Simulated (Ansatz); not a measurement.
Cost and result for the atomization energy of `CC[Si](N)(O)F` (14 atoms, 13 bonds).

```xyz
14

C     1.372   -1.040   -0.594
C     0.097   -1.162    0.238
Si   -0.727    0.460    0.585
N    -1.208    1.421   -0.739
O     0.316    1.304    1.519
F    -2.097    0.158    1.357
H     2.115   -0.417   -0.090
H     1.828   -2.016   -0.777
H     1.170   -0.588   -1.570
H     0.314   -1.643    1.198
H    -0.629   -1.809   -0.267
H    -0.539    1.828   -1.370
H    -2.103    1.284   -1.178
H     0.091    2.221    1.688
```

Total charge 0; spin multiplicity 1. The geometry is a stationary point of PBE0-D4/def2-TZVP. It is one conformer, not always the lowest. Program: Ansatz. All runs use 2 threads of an AMD EPYC 7R13 on a shared host and a share of an NVIDIA H100 80 GB. Times are those of one run each, without the atoms' runs, and a repeat can differ threefold. Electronic energies, without spin–orbit coupling; frozen cores. CCSD(T)/CBS adds CCSD(T) − MP2 in def2-TZVPP to the MP2 limit, and its time is that of the two runs behind it. T1 = 0.010. B3LYP takes the VWN-RPA correlation (the form of Gaussian; ORCA's B3LYP/G).

CCSD(T)/CBS is a level of theory with its own doubt, some kJ/mol a heavy atom from the limit and from the frozen cores, so smaller differences don't rank the functionals.

```
                             level  functions  wall time
   PBE-D4/def2-TZVPP (with forces)        309       14 s
                PBE0-D4/def2-TZVPP        309       15 s
                ωB97X-V/def2-TZVPP        309       16 s
r2SCAN-D4/def2-TZVPP (with forces)        309       17 s
                    MP2/def2-QZVPP        595       18 s
 B3LYP-D4/def2-TZVPP (with forces)        309       18 s
  ωB97M-V/def2-TZVPP (with forces)        309       19 s
                 B2PLYP/def2-TZVPP        309       19 s
                CCSD(T)/def2-TZVPP        309       21 s
                 CCSD(T)/CBS(def2)          –       38 s
```

Question: What atomization energy does each give, and how far from CCSD(T)/CBS? (Estimate.)

Answer: Ansatz gave: 
```
                             level  atomization (kJ/mol)  difference from CCSD(T)/CBS  per bond
   PBE-D4/def2-TZVPP (with forces)                5621.4                         59.1       4.5
                PBE0-D4/def2-TZVPP                5528.3                        -34.0      -2.6
                ωB97X-V/def2-TZVPP                5558.5                         -3.8      -0.3
r2SCAN-D4/def2-TZVPP (with forces)                5543.8                        -18.5      -1.4
                    MP2/def2-QZVPP                5598.7                         36.4       2.8
 B3LYP-D4/def2-TZVPP (with forces)                5540.6                        -21.7      -1.7
  ωB97M-V/def2-TZVPP (with forces)                5566.6                          4.3       0.3
                 B2PLYP/def2-TZVPP                5490.5                        -71.8      -5.5
                CCSD(T)/def2-TZVPP                5408.5                       -153.8     -11.8
                 CCSD(T)/CBS(def2)                5562.3                          0.0       0.0
```

The D4 term adds +46.9 kJ/mol with B3LYP and +24.8 kJ/mol with PBE0; it sums over pairs of atoms, weighted by their polarisabilities, and B3LYP, whose exchange is more repulsive, gets the larger term. In def2-TZVPP, CCSD(T) changes the Hartree–Fock value by +1350.9 kJ/mol (the triples alone add +72.1 kJ/mol) and MP2 by +1448.9 kJ/mol; breaking electron pairs costs correlation energy, which Hartree–Fock lacks. From PBE to PBE0 (25 % exact exchange), in def2-TZVPP and without D4, the atomization energy moves by −88.6 kJ/mol: exact exchange takes away binding that semilocal exchange gives to molecules.
